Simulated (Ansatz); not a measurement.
**CH7AlSSi: structure from calculated spectroscopic constants**

These gas-phase data were calculated for one isomer of CH7AlSSi at BLYP-D3(BJ)/def2-SVP (harmonic, unscaled wavenumbers; equilibrium rotational constants with average atomic masses):

* rotational constants: 5.16, 1.906, 1.581 GHz
* all wavenumbers above 1500 cm⁻¹: 3054, 3041, 2955, 2173, 2160, 1912, 1887
* dipole moment: 1.53 D (PBE0/def2-TZVPD)

Candidates:

(1) `C[SiH2][S][AlH2]`, a singlet
(2) `[CH3][AlH][S][SiH3]`, a singlet

Problem. Which candidate do the data belong to?

Solution. Candidate (1). 2 modes lie between 2000 and 2380 cm⁻¹, one for each Si–H bond, while (2) has 3.

The same quantities for all candidates:

|  | rotational constants (GHz) | wavenumbers above 1500 cm⁻¹ | dipole (D) | E above the lowest, BLYP-D3(BJ)/def2-SVP (kcal/mol) |
| --- | --- | --- | --- | --- |
| (1) | 5.16, 1.906, 1.581 | 3054, 3041, 2955, 2173, 2160, 1912, 1887 | 1.53 | 0.0 |
| (2) | 9.344, 1.427, 1.267 | 3045, 3014, 2942, 2181, 2169, 2162, 1881 | 1.20 | 0.2 |

Harmonic stretches to hydrogen usually lie a few per cent above observed fundamentals. Each candidate is one conformer. Programs: Ansatz 0.2.0.
